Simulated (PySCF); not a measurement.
# Tl²⁺ (thallium, charge +2): PBE0 calculation

Configuration: [Xe] 4f14 5d9 6s1 6p1, one real determinant (an excited configuration). Computed with PySCF 2.14 in def2-QZVPPD with the def2 core potential (60 electrons) (8s6p5d4f1g, 88 functions), with a scalar-relativistic core potential.

| Quantity | Value |
| --- | --- |
| Total energy | -170.9319 hartree |
| One-electron energy | -284.2076 hartree |
| Hartree (Coulomb) energy | 127.4771 hartree |
| Exchange-correlation energy | -14.2014 hartree |
| ⟨S²⟩ | 3.7511 |
| ⟨L²⟩ | 8.013 |
| Sum of ⟨r⟩ | 25.07 bohr |
| Sum of ⟨r²⟩ | 41.13 bohr² |
| Traceless quadrupole moment −½Σ⟨3z² − r²⟩ along its main axis | -3.03 e·bohr² |

```
shell  electrons  mean orbital energy (hartree)  spread (hartree)  rms radius, mean of both spins (bohr)
 5s α          1                       -5.93819                 0                                  0.942
 5s β          1                       -5.88855                 0                                  0.942
 5p α          3                       -3.89187           0.04979                                   1.07
 5p β          3                       -3.83663           0.01295                                   1.07
 5d α          5                       -1.49070           0.05527                                   1.44
 5d β          4                       -1.44038           0.01004                                   1.44
 6s α          1                       -1.09559                 0                                   2.34
 6p α          1                       -0.73232                 0                                   2.89
```

⟨L²⟩ = 8.01 against 12 for a pure F term, so this real determinant mixes terms. Energies and moments cover only the electrons outside the core potential. Spin-orbit coupling, absent here, splits the open shell strongly.
